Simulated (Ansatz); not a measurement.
Consider the ligand exchange at the Al–N bond: `C[NH][AlH2]` + `CNC` → `C[N](C)[AlH2]` + CH₃NH₂.

Calculated with Ansatz (gas phase, PBE0-D4/def2-TZVP geometries, no zero-point term in ΔE). CBS: MP2 limit from def2 TZ/QZ plus the TZ coupled-cluster correction, frozen cores. This one scheme is used for every species. DFT in def2-TZVPP.

```
        species  revPBE energy (Eh)
  `C[NH][AlH2]`          -338.86785
          `CNC`          -135.17241
`C[N](C)[AlH2]`          -378.17108
         CH₃NH₂           -95.86763
```

(1) Work out ΔE.

Largest T1 diagnostic among the species: 0.012.

Results:

(1) ΔE = (-378.17108) + (-95.86763) − (-338.86785) − (-135.17241) = 0.00155 Eh = +1.0 kcal/mol. CCSD(T)/CBS gives +0.2 kcal/mol.

The D4 term adds −0.8 kcal/mol with B3LYP and −0.5 kcal/mol with PBE0; it sums over pairs of atoms, weighted by their polarisabilities, and B3LYP, whose exchange is more repulsive, gets the larger term. In def2-TZVPP, CCSD(T) changes the Hartree–Fock value by −1.8 kcal/mol (the triples alone add −0.3 kcal/mol) and MP2 by −2.0 kcal/mol.

B3LYP here is the variant with VWN-RPA as its local correlation; programs differ in this.
